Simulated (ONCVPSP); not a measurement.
## Pseudopotential generation for mercury (Hg): ONCV, PBE, scalar-relativistic.

Input for ONCVPSP 4.0.1:

```
# ATOM AND REFERENCE CONFIGURATION
# atsym  z   nc   nv     iexc    psfile
  Hg 80.00    9    5        4      upf
#
#   n    l    f
    1    0    2.00
    2    0    2.00
    2    1    6.00
    3    0    2.00
    3    1    6.00
    3    2   10.00
    4    0    2.00
    4    1    6.00
    4    2   10.00
    4    3   14.00
    5    0    2.00
    5    1    6.00
    5    2   10.00
    6    0    2.00
#
# PSEUDOPOTENTIAL AND OPTIMIZATION
# lmax
    3
#
#   l,   rc,      ep,       ncon, nbas, qcut
    0    1.50    0.00    4    8   10.10
    1    1.40    0.00    3    6   11.90
    2    1.85    0.00    4    9    9.50
    3    0.70    0.00    4    9   20.30
#
# LOCAL POTENTIAL
# lloc, lpopt,  rc(5),   dvloc0
    4    5    0.60    6.00
#
# VANDERBILT-KLEINMAN-BYLANDER PROJECTORs
# l, nproj, debl
    0    2    3.30
    1    2    0.70
    2    1    4.00
    3    2    1.90
#
# MODEL CORE CHARGE
# icmod, fcfact, rcfact
    2    0.55    1.15
#
# LOG DERIVATIVE ANALYSIS
# epsh1, epsh2, depsh
   -6.00    5.00    0.04
#
# OUTPUT GRID
# rlmax, drl
    6.00    0.01
#
# TEST CONFIGURATIONS
# ncnf
    4
# nvcnf
#   n    l    f
    5
    4    3   14.00
    5    0    2.00
    5    1    6.00
    5    2   10.00
    6    0    1.00
#
    5
    4    3   14.00
    5    0    2.00
    5    1    6.00
    5    2   10.00
    6    0    0.00
#
    5
    4    3   14.00
    5    0    2.00
    5    1    6.00
    5    2    9.00
    6    0    0.00
#
    5
    4    3   14.00
    5    0    2.00
    5    1    6.00
    5    2    8.00
    6    0    0.00
#
```

Command:

```bash
oncvpsp.x < Hg.dat > Hg.out
```

The program printed (shortened: citation, most of the input echo, consistency checks and plot data are left out):

```
ONCVPSP  (Optimized Norm-Conservinng Vanderbilt PSeudopotential)
scalar-relativistic version 4.0.1

#   n    l    f        energy (Ha)
    1    0    2.00    -3.0571099E+03
    2    0    2.00    -5.4180786E+02
    2    1    6.00    -4.6712143E+02
    3    0    2.00    -1.2857234E+02
    3    1    6.00    -1.0699901E+02
    3    2   10.00    -8.4329248E+01
    4    0    2.00    -2.8269624E+01
    4    1    6.00    -2.1198520E+01
    4    2   10.00    -1.2816109E+01
    4    3   14.00    -3.5237947E+00
    5    0    2.00    -4.3431259E+00
    5    1    6.00    -2.4444131E+00
    5    2   10.00    -3.6236400E-01
    6    0    2.00    -2.5051602E-01

Reference configufation results
  iterations    27
  all-electron total energy (Ha)   -1.96227115D+04

Begin loop to  construct optimized pseudo wave functions
and semi-local pseudopoentials for all angular momenta

Calculating optimized projector #   1

 for l=   0

    Fraction of norm inside rc  0.964761
    Optimizing pswf for qcut=  10.10 a_B^-1,  ecut=  51.05 Ha
    Residual kinetic energy error=  7.20D-08 Ha

    Energy error per electron        Cutoff
         Ha          eV             Ha
         0.01000     0.27211       25.72
         0.00100     0.02721       32.52
         0.00010     0.00272       37.81
         0.00001     0.00027       42.39

Calculating optimized projector #   2

 for l=   0

    Fraction of norm inside rc  0.073506
    Optimizing pswf for qcut=  10.10 a_B^-1,  ecut=  51.05 Ha
    Residual kinetic energy error=  7.16D-08 Ha

    Energy error per electron        Cutoff
         Ha          eV             Ha
         0.01000     0.27211       21.90
         0.00100     0.02721       30.37
         0.00010     0.00272       36.90
         0.00001     0.00027       42.34

WARNING wellstate: negative energy specified for n= 6 l=  1
WARNING scattering state with energy  0.25000000
WARNING will be used for the first projector

   Wellstate for l =  1  n =  6
     eigenvalue =   0.2500
     asymptotic potential =   0.7500
     half-point radius =  3.3541

Calculating optimized projector #   1

 for l=   1

    Fraction of norm inside rc  0.854996
    Optimizing pswf for qcut=  11.89 a_B^-1,  ecut=  70.74 Ha
    Residual kinetic energy error=  1.65D-07 Ha

    Energy error per electron        Cutoff
         Ha          eV             Ha
         0.01000     0.27211       31.46
         0.00100     0.02721       40.92
         0.00010     0.00272       47.88
         0.00001     0.00027       53.61

Calculating optimized projector #   2

 for l=   1

    Fraction of norm inside rc  0.058548
    Optimizing pswf for qcut=  11.89 a_B^-1,  ecut=  70.74 Ha
    Residual kinetic energy error=  1.61D-08 Ha

    Energy error per electron        Cutoff
         Ha          eV             Ha
         0.01000     0.27211       23.89
         0.00100     0.02721       37.09
         0.00010     0.00272       46.14
         0.00001     0.00027       53.73

Calculating optimized projector #   1

 for l=   2

    Fraction of norm inside rc  0.763780
    Optimizing pswf for qcut=   9.51 a_B^-1,  ecut=  45.21 Ha
    Residual kinetic energy error=  3.16D-09 Ha

    Energy error per electron        Cutoff
         Ha          eV             Ha
         0.01000     0.27211       18.17
         0.00100     0.02721       23.77
         0.00010     0.00272       28.78
         0.00001     0.00027       33.17

WARNING wellstate: negative energy specified for n= 5 l=  3
WARNING scattering state with energy  0.25000000
WARNING will be used for the first projector

   Wellstate for l =  3  n =  5
     eigenvalue =   0.2500
     asymptotic potential =   0.7500
     half-point radius = 12.4967

Calculating optimized projector #   1

 for l=   3

    Fraction of norm inside rc  0.854968
    Optimizing pswf for qcut=  20.29 a_B^-1,  ecut= 205.78 Ha
    Residual kinetic energy error=  4.41D-03 Ha

    Energy error per electron        Cutoff
         Ha          eV             Ha
         0.01000     0.27211      194.75
         0.00100     0.02721      492.20
         0.00010     0.00272      735.94
         0.00001     0.00027     1105.12

Calculating optimized projector #   2

 for l=   3

    Fraction of norm inside rc  0.000040
    Optimizing pswf for qcut=  20.29 a_B^-1,  ecut= 205.78 Ha
    Residual kinetic energy error=  7.58D-07 Ha

    Energy error per electron        Cutoff
         Ha          eV             Ha
         0.01000     0.27211        0.82
         0.00100     0.02721       75.39
         0.00010     0.00272      136.19
         0.00001     0.00027      174.18

Construct Vanderbilt / Kleinmman-Bylander projectors

B matrix Hermiticity error, ll=   0
   1   2    7.8268E-04

  Orthonormal projector coefficients  3.4523E+01  3.0570E+00

B matrix Hermiticity error, ll=   1
   1   2    4.8275E-04

  Orthonormal projector coefficients  2.8643E+01  2.4373E+00

B matrix Hermiticity error, ll=   3
   1   2    4.9266E-05

  Orthonormal projector coefficients -4.1093E+01 -1.6598E+01

Model core correction analysis
  based on d2Exc/dn_idn_j

d2excae - all-electron derivatives

   -3.153815D-02   -1.118541D-02   -7.564606D-03   -3.143190D-03
   -8.528043D-04
   -1.118531D-02   -3.048570D-02   -2.609479D-02   -1.356542D-02
   -1.624263D-03
   -7.564559D-03   -2.609486D-02   -2.536916D-02   -1.646590D-02
   -2.257584D-03
   -3.143185D-03   -1.356550D-02   -1.646596D-02   -1.750156D-02
   -8.988719D-03
   -8.528048D-04   -1.624231D-03   -2.257425D-03   -8.987934D-03
   -2.359417D-02

d2excps - pseudofunction derivatives with no core correction

   -5.919026D-02   -1.788678D-02   -9.731744D-03   -3.536644D-03
   -1.443503D-03
   -1.788680D-02   -2.996827D-02   -2.653035D-02   -1.420368D-02
   -1.670743D-03
   -9.731737D-03   -2.653038D-02   -2.645757D-02   -1.711980D-02
   -2.327246D-03
   -3.536656D-03   -1.420377D-02   -1.711987D-02   -1.765395D-02
   -9.062659D-03
   -1.443518D-03   -1.670715D-03   -2.327088D-03   -9.061874D-03
   -2.359670D-02

rms 2nd derivative error    5.893753E-03

amplitude prefactor, scale prefactor
    7.4948    1.2620

d2excps - pseudofunction derivatives with core correction

   -3.693194D-02   -1.322915D-02   -7.912149D-03   -3.031062D-03
   -1.000420D-03
   -1.322909D-02   -2.715084D-02   -2.503310D-02   -1.379217D-02
   -1.409080D-03
   -7.912102D-03   -2.503309D-02   -2.566985D-02   -1.693438D-02
   -2.181898D-03
   -3.031059D-03   -1.379224D-02   -1.693444D-02   -1.763336D-02
   -9.016979D-03
   -1.000421D-03   -1.409042D-03   -2.181739D-03   -9.016193D-03
   -2.357358D-02

rms 2nd derivative error    1.440676E-03

Pseudoatom total energy -616.231632

Diagnostic tests using Vanderbilt-Kleinman-Bylander pseudopotentials
  1 or more projectors used as specified by nproj input data

   l    rcore       rmatch      e in        delta e   norm test  slope test

   0   1.5007145   1.5462795  -4.3431259   0.0000101   1.0003200   1.0002993
   0   1.5007145   1.5462795  -0.2505160   0.0000075   1.0000561   1.0000422

   1   1.4051423   1.4478054  -2.4444131   0.0000369   1.0003223   1.0003533
   1   1.4051423   1.4478054   0.2500000   0.0000773   1.0004686   1.0004686

   2   1.8502372   1.9064144  -0.3623640  -0.0000026   0.9999977   1.0000079

   3   0.7020282   0.7233433  -3.5237947  -0.0000979   1.0007834   1.0008204
   3   0.7020282   0.7233433   0.2500000  -0.0000637   1.0012878   1.0012878

 Testing for bound ghosts
   n   l    E NL Schr. Eq   E Basis Diag.   E Cutoff

       0                      -28.570502    117.68  WARNING - GHOST(-)
   1   0       -4.343116       -4.343104    117.68
   2   0       -0.250509       -0.196225    117.68

       1                       -3.919724     78.86  WARNING - GHOST(-)
   2   1       -2.444376       -2.444311     78.86

   3   2       -0.362367       -0.361804    100.78

   4   3       -3.523893       -3.523001   1002.81

 Testing for highly-localized positive-energy ghosts
       l    <radius>/rc     E Basis Diag.   E Cutoff

Test configuration 0

   n   l     f        eae           eps        diff
   1   0  2.0000-3057.10986604
   2   0  2.0000 -541.80785834
   2   1  6.0000 -467.12143130
   3   0  2.0000 -128.57233851
   3   1  6.0000 -106.99900870
   3   2 10.0000  -84.32924789
   4   0  2.0000  -28.26962435
   4   1  6.0000  -21.19851959
   4   2 10.0000  -12.81610892
   4   3 14.0000   -3.52379465   -3.52389259   -9.79D-05
   5   0  2.0000   -4.34312593   -4.34311579    1.01D-05
   5   1  6.0000   -2.44441305   -2.44437612    3.69D-05
   5   2 10.0000   -0.36236400   -0.36236658   -2.58D-06
   6   0  2.0000   -0.25051602   -0.25050855    7.48D-06

    Total energies and differences
      AE_ref= -1.96227115D+04  AE_tst= -1.96227115D+04  dif=  0.00D+00
      PS_ref= -6.16231632D+02  PS_tst= -6.16231632D+02  dif= -1.78D-11
      PSP excitation error=  1.78D-11

Test configuration 1

   n   l     f        eae           eps        diff
   1   0  2.0000-3057.44386625
   2   0  2.0000 -542.13923203
   2   1  6.0000 -467.45285296
   3   0  2.0000 -128.90426274
   3   1  6.0000 -107.33094002
   3   2 10.0000  -84.66095667
   4   0  2.0000  -28.60197174
   4   1  6.0000  -21.53085126
   4   2 10.0000  -13.14835009
   4   3 14.0000   -3.85607981   -3.85878796   -2.71D-03
   5   0  2.0000   -4.67663312   -4.67706336   -4.30D-04
   5   1  6.0000   -2.77914496   -2.77914546   -5.07D-07
   5   2 10.0000   -0.69244221   -0.69235042    9.18D-05
   6   0  1.0000   -0.54069072   -0.54075846   -6.77D-05

    Total energies and differences
      AE_ref= -1.96227115D+04  AE_tst= -1.96223187D+04  dif=  3.93D-01
      PS_ref= -6.16231632D+02  PS_tst= -6.15838686D+02  dif=  3.93D-01
      PSP excitation error= -1.70D-04

Test configuration 2

   n   l     f        eae           eps        diff
   1   0  2.0000-3057.81905312
   2   0  2.0000 -542.51082880
   2   1  6.0000 -467.82452372
   3   0  2.0000 -129.27630691
   3   1  6.0000 -107.70299208
   3   2 10.0000  -85.03275087
   4   0  2.0000  -28.97435392
   4   1  6.0000  -21.90318656
   4   2 10.0000  -13.52053633
   4   3 14.0000   -4.22823572   -4.23404195   -5.81D-03
   5   0  2.0000   -5.04935027   -5.05026303   -9.13D-04
   5   1  6.0000   -3.15256313   -3.15253229    3.08D-05
   5   2 10.0000   -1.05771192   -1.05746751    2.44D-04

    Total energies and differences
      AE_ref= -1.96227115D+04  AE_tst= -1.96216214D+04  dif=  1.09D+00
      PS_ref= -6.16231632D+02  PS_tst= -6.15140970D+02  dif=  1.09D+00
      PSP excitation error= -5.49D-04

Test configuration 3

   n   l     f        eae           eps        diff
   1   0  2.0000-3058.38430857
   2   0  2.0000 -543.07789026
   2   1  6.0000 -468.39159278
   3   0  2.0000 -129.84095612
   3   1  6.0000 -108.26762353
   3   2 10.0000  -85.59784889
   4   0  2.0000  -29.53717488
   4   1  6.0000  -22.46585018
   4   2 10.0000  -14.08309019
   4   3 14.0000   -4.79008108   -4.78786629    2.21D-03
   5   0  2.0000   -5.60160813   -5.59980718    1.80D-03
   5   1  6.0000   -3.69512929   -3.69331665    1.81D-03
   5   2  9.0000   -1.56104635   -1.56004153    1.00D-03

    Total energies and differences
      AE_ref= -1.96227115D+04  AE_tst= -1.96203158D+04  dif=  2.40D+00
      PS_ref= -6.16231632D+02  PS_tst= -6.13835683D+02  dif=  2.40D+00
      PSP excitation error= -2.63D-04

Test configuration 4

   n   l     f        eae           eps        diff
   1   0  2.0000-3059.00313127
   2   0  2.0000 -543.69883473
   2   1  6.0000 -469.01259971
   3   0  2.0000 -130.45782586
   3   1  6.0000 -108.88446751
   3   2 10.0000  -86.21542219
   4   0  2.0000  -30.15087960
   4   1  6.0000  -23.07926529
   4   2 10.0000  -14.69626666
   4   3 14.0000   -5.40209493   -5.38951988    1.26D-02
   5   0  2.0000   -6.19880930   -6.19370917    5.10D-03
   5   1  6.0000   -4.27970555   -4.27559772    4.11D-03
   5   2  8.0000   -2.10296909   -2.10095086    2.02D-03

    Total energies and differences
      AE_ref= -1.96227115D+04  AE_tst= -1.96184873D+04  dif=  4.22D+00
      PS_ref= -6.16231632D+02  PS_tst= -6.12008138D+02  dif=  4.22D+00
      PSP excitation error=  7.02D-04
```

Note: ghosts flagged at negative energy: s at -777.4 eV, p at -106.7 eV; no localised positive-energy state flagged. A true bound ghost makes a file unfit for plane-wave use.

The run took about 7.5 s on one core of a shared server CPU.
